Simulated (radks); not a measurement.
Results of a calculation; reference values are marked as such.
Question: These are the eigenvalues of the occupied orbitals of an atom or ion with whole-number occupations (eV). Level of theory: Dirac Kohn-Sham, PBE, spin-unpolarised, spherical densities, finite nucleus; Fermi nuclear charge, rms radius of each element as measured or else 0.836 A^(1/3) + 0.57 fm (a radial shooting solver on a logarithmic mesh with Libxc functionals).

orbital  eigenvalue
1s1/2     -22001.65
2s1/2     -3226.398
2p1/2     -2987.106
2p3/2     -2856.131
3s1/2     -627.6175
3p1/2     -534.7570
3p3/2     -512.4500
3d3/2     -348.1859
3d5/2     -343.8277
4p1/2     -111.9467
4p3/2     -108.0892
4d3/2      -62.8910
4f5/2      -23.0724

Which element is it, and in what charge state? The configuration may be excited. Open shells, if any, fill j = l - 1/2 first.

Answer: Z = 44, ruthenium, charge +4: Ru4+ in [Ar] 3d10 4p6 4d4 4f2. The list shows which subshells hold electrons but not how many an open one holds; the 1s level, -808.55 hartree, gives Z - s = 40.2 by -(Z - s)^2/2, which with screening and relativity narrows Z to a few neighbours, and the depths of the outer levels then fix element, charge and occupations together.
